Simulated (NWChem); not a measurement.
System: WH3Cl3; SMILES [WH3]([Cl])([Cl])[Cl]

Excerpt of the output:

```
             Northwest Computational Chemistry Package (NWChem) 7.3.0
             --------------------------------------------------------

 C3  symmetry detected

                             Geometry "geometry" -> ""
                             -------------------------

 Output coordinates in angstroms (scale by  1.889725989 to convert to a.u.)

  No.       Tag          Charge          X              Y              Z
 ---- ---------------- ---------- -------------- -------------- --------------
    1 W                   74.0000     0.00000000     0.00000000     0.47310368
    2 Cl                  17.0000    -1.71596636     0.64499037    -0.77339228
    3 Cl                  17.0000     1.41656123     1.16357527    -0.77339228
    4 Cl                  17.0000     0.29940513    -1.80856564    -0.77339228
    5 H                    1.0000    -1.11249066    -0.91379517     1.47777808
    6 H                    1.0000    -0.23512450     1.42034276     1.47777808
    7 H                    1.0000     1.34761516    -0.50654759     1.47777808

 Effective nuclear repulsion energy (a.u.)    1138.9839539818

      Symmetry information
      --------------------

 Group name             C3
 Group number              5
 Group order               3
 No. of unique centers     3

                                Z-matrix (autoz)
                                --------

 Units are Angstrom for bonds and degrees for angles

      Type          Name      I     J     K     L     M      Value
      ----------- --------  ----- ----- ----- ----- ----- ----------
    1 Stretch                  1     2                       2.21682
    2 Stretch                  1     3                       2.21682
    3 Stretch                  1     4                       2.21682
    4 Stretch                  1     5                       1.75557
    5 Stretch                  1     6                       1.75557
    6 Stretch                  1     7                       1.75557
    7 Bend                     2     1     3                91.47531
    8 Bend                     2     1     4                91.47531
    9 Bend                     2     1     5                89.00937
   10 Bend                     2     1     6                89.00987
   11 Bend                     3     1     4                91.47531
   12 Bend                     3     1     6                89.00937
   13 Bend                     3     1     7                89.00987
   14 Bend                     4     1     5                89.00987
   15 Bend                     4     1     7                89.00937
   16 Bend                     5     1     6                90.50116
   17 Bend                     5     1     7                90.50116
   18 Bend                     6     1     7                90.50116

                           NWChem Geometry Optimization
                           ----------------------------

 maximum gradient threshold         (gmax) =   0.000450
 rms gradient threshold             (grms) =   0.000300
 maximum cartesian step threshold   (xmax) =   0.001800
 rms cartesian step threshold       (xrms) =   0.001200
 fixed trust radius                (trust) =   0.300000
 source of zmatrix                         =   autoz

          -------------------
          Energy Minimization
          -------------------

 Using diagonal initial Hessian
 Scaling for Hessian diagonals: bonds = 1.00  angles = 0.25  torsions = 0.10

          --------
          Step   0

                                 NWChem DFT Module
                                 -----------------

 Summary of "ao basis" -> "ao basis" (spherical)
 ------------------------------------------------------------------------------
       Tag                 Description            Shells   Functions and Types
 ---------------- ------------------------------  ------  ---------------------
 W                          def2-svp                12       32   6s3p2d1f
 Cl                         def2-svp                 8       18   4s3p1d
 H                          def2-svp                 3        5   2s1p

      Symmetry analysis of basis
      --------------------------

        a          37
        e+         32
        e-         32

  Rotation of axis

[...]

      ----------------------
      Optimization converged
      ----------------------

  Step       Energy      Delta E   Gmax     Grms     Xrms     Xmax
  ---- ---------------- -------- -------- -------- -------- --------
@    7   -1448.63355191 -2.3D-07  0.00001  0.00001  0.00027  0.00038
                                     ok       ok       ok       ok

                                Z-matrix (autoz)
                                --------

 Units are Angstrom for bonds and degrees for angles

      Type          Name      I     J     K     L     M      Value     Gradient
      ----------- --------  ----- ----- ----- ----- ----- ---------- ----------
    1 Stretch                  1     2                       2.28769    0.00001
    2 Stretch                  1     3                       2.28769    0.00001
    3 Stretch                  1     4                       2.28769    0.00001
    4 Stretch                  1     5                       1.67738    0.00001
    5 Stretch                  1     6                       1.67738    0.00001
    6 Stretch                  1     7                       1.67738    0.00001
    7 Bend                     2     1     3               116.10654   -0.00000
    8 Bend                     2     1     4               116.10654   -0.00000
    9 Bend                     2     1     5                82.91725    0.00000
   10 Bend                     2     1     6                82.93844   -0.00000
   11 Bend                     3     1     4               116.10654   -0.00000
   12 Bend                     3     1     6                82.91725    0.00000
   13 Bend                     3     1     7                82.93844   -0.00000
   14 Bend                     4     1     5                82.93844   -0.00000
   15 Bend                     4     1     7                82.91725    0.00000
   16 Bend                     5     1     6                60.63803    0.00001
   17 Bend                     5     1     7                60.63803    0.00001
   18 Bend                     6     1     7                60.63803    0.00001

                         Geometry "geometry" -> "geometry"
                         ---------------------------------

 Output coordinates in angstroms (scale by  1.889725989 to convert to a.u.)

[...]

 Rotational Constants
 --------------------
 A=   0.058951 cm-1  (  0.084816 K)
 B=   0.058951 cm-1  (  0.084816 K)
 C=   0.031808 cm-1  (  0.045764 K)

 Temperature                      =   298.15K
 frequency scaling parameter      =   1.0000

 Zero-Point correction to Energy  =   17.540 kcal/mol  (  0.027952 au)
 Thermal correction to Energy     =   21.753 kcal/mol  (  0.034666 au)
 Thermal correction to Enthalpy   =   22.345 kcal/mol  (  0.035609 au)

 Total Entropy                    =   84.983 cal/mol-K
   - Translational                =   42.892 cal/mol-K (mol. weight = 291.8810)
   - Rotational                   =   26.874 cal/mol-K (symmetry #  =        3)
   - Vibrational                  =   15.217 cal/mol-K

 Cv (constant volume heat capacity) =   20.966 cal/mol-K
   - Translational                  =    2.979 cal/mol-K
   - Rotational                     =    2.979 cal/mol-K
   - Vibrational                    =   15.008 cal/mol-K

[normal modes left out]

 ----------------------------------------------------------------------------
 Normal Eigenvalue ||           Projected Infra Red Intensities
  Mode   [cm**-1]  || [atomic units] [(debye/angs)**2] [(KM/mol)] [arbitrary]
 ------ ---------- || -------------- ----------------- ---------- -----------
    1       -0.000 ||    0.000110           0.003         0.107       0.063
    2       -0.000 ||    0.000096           0.002         0.093       0.055
    3       -0.000 ||    0.000057           0.001         0.056       0.033
    4        0.000 ||    0.000000           0.000         0.000       0.000
    5        0.000 ||    0.000000           0.000         0.000       0.000
    6        0.000 ||    0.000000           0.000         0.000       0.000
    7       94.628 ||    0.000028           0.001         0.027       0.016
    8       94.628 ||    0.000028           0.001         0.027       0.016
    9      138.254 ||    0.000011           0.000         0.011       0.007
   10      365.153 ||    0.000002           0.000         0.002       0.001
   11      381.121 ||    0.003780           0.087         3.685       2.180
   12      396.707 ||    0.059024           1.362        57.540      34.047
   13      396.707 ||    0.059024           1.362        57.540      34.047
   14      591.743 ||    0.009836           0.227         9.589       5.674
   15      591.743 ||    0.009836           0.227         9.589       5.674
   16     1003.907 ||    0.019343           0.446        18.856      11.158
   17     1003.907 ||    0.019343           0.446        18.856      11.158
   18     1066.326 ||    0.067061           1.547        65.374      38.683
   19     2044.464 ||    0.044456           1.026        43.338      25.644
   20     2044.464 ||    0.044456           1.026        43.338      25.644
   21     2061.789 ||    0.027561           0.636        26.868      15.898
 ----------------------------------------------------------------------------
```

Level: PBE-D3(BJ)/def2-SVP with def2 effective core potentials on W. def2 effective core potentials on W; no spin-orbit coupling.

Question: Write an input that gives this output.

Answer: One answer among several that fit: the input that was run:
```
start job
memory heap 200 mb stack 900 mb global 1100 mb
geometry units angstroms
  W      0.248679    -0.325694     0.165064
  Cl    -1.967826    -0.343933     0.132299
  Cl     0.277600     1.763151     0.906845
  Cl     0.331260     0.360571    -1.941233
  H      0.240459    -1.985120    -0.407858
  H      0.198309    -0.883614     1.828871
  H      2.003884    -0.330383     0.200409
end
basis spherical
  * library def2-svp
end
ecp
  W library def2-ecp
end
dft
  xc xpbe96 cpbe96
  disp vdw 4
  iterations 150
end
driver
  maxiter 120
end
task dft optimize
dft
  grid fine
  convergence energy 1d-8 density 1d-7
end
task dft freq numerical
```
